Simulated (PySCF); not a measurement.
An unknown shows these calculated signals:

$^{1}$H NMR (300 MHz, computed): δ 7.53 (m, 1H), 5.34 (m, 2H), 4.49 (m, 2H), 2.35 (m, 2H).

$^{13}$C{$^{1}$H} NMR (computed): δ 170.3 (C), 163.3 (CH), 137.7 (C), 67.8 (CH2), 29.3 (CH2).

[PySCF 2.14.0 with density-fitted response routines: GIAO PBE0/pcSseg-1 shieldings; coordinates at the GFN2-xTB level; isolated molecule; no relativistic terms; one conformer; one averaged value for each set of equivalent atoms]

Chemical shifts δ = σref − σ; $^{1}$H and $^{13}$C vs TMS, all at this level.

**Question.** Which of these does the molecule contain: an ester, a Si–H bond, a non-aromatic C=C double bond, a vinyl group CH=CH2, an N-methyl group, a C≡C triple bond?

**Answer.** 
- An ester: yes (δC 170.3).
- A Si–H bond: yes (δH 5.34 (m)).
- A non-aromatic C=C double bond: yes.
- A vinyl group CH=CH2: no.
- An N-methyl group: no.
- A C≡C triple bond: no.

The data belong to `O=C1OCCC=C1[SiH2]F`, C₅H₇FO₂Si; they needn't prove each group on their own.

Carbon signals by region: 2 in the far downfield region (above 160 ppm), 1 in the sp2 and nitrile region (100–160 ppm), 1 at 50–100 ppm, 1 below 50 ppm. Above 160 ppm: 170.3, ester carbonyl carbon, 163.3, β carbon of a C=C–C=O unit.

Splittings by $^{19}$F in the carbon and heteronuclear signals aren't shown, as no couplings were computed. Shifts are as computed. Against solution values, carbons near 30 ppm lie about +3 ppm off and those near 130 ppm about +5 ppm. Of 1211 compounds with measured shifts, 218 miss one by over three times the rms of a fit or turn the order of signals round; such compounds aren't used in these exercises. Multiplicities follow the n + 1 count of equivalent neighbours, as no J values were calculated; m marks all less simple cases, F and P coupling included.
